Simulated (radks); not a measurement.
Results of a calculation; reference values are marked as such.
Valence configurations of the osmium ion Os+ (all share [Xe]). Level of theory: scalar-relativistic Kohn-Sham, r2SCAN, spin-polarised, spherical densities, finite nucleus; open shells are filled with parallel spins first (spin-orbit coupling, left out, can overturn this in heavy ions); meta-GGA in the generalised Kohn-Sham scheme; Fermi nuclear charge, rms radius 5.4126 fm (a radial shooting solver on a logarithmic mesh with Libxc functionals). Energies are relative to 4f14 5d6 6s1; eigenvalues in eV for spin up.

valence           E (eV)  moment (Bohr magnetons)    e(4f)    e(5d)    e(6p)    e(6s)
4f14 5d6 6s1       0.000                        5  -60.562  -15.653        -  -14.382
4f14 5d5 6s2       0.694                        5  -63.859  -18.097        -  -15.220
4f14 5d7           2.120                        3  -57.638  -13.204        -        -
4f14 5d5 6s1 6p1   4.502                        7  -65.224  -19.469   -9.213  -16.725
4f13.5 5d6.5 6s1  25.125                        5  -66.046  -16.215        -  -14.435
4f13 5d7 6s1      52.182                        5  -71.619  -16.761        -  -14.471
4f13 5d6 6s1 6p1  58.856                        7  -76.537  -20.795   -9.346  -17.003
4f12.5 5d7.5 6s1  81.226                        5  -77.285  -17.295        -  -14.493
4f12 5d6 6s1 6p2  130.64                        9  -93.382  -26.236  -11.055  -19.478
4f11 5d9 6s1      180.73                        5  -94.827  -18.849        -  -14.507

NIST lists [Xe] 4f14 5d6 6s1 as the ground configuration; this level of theory agrees among the configurations tried. The energies are those of spherical high-spin densities, not of single terms.
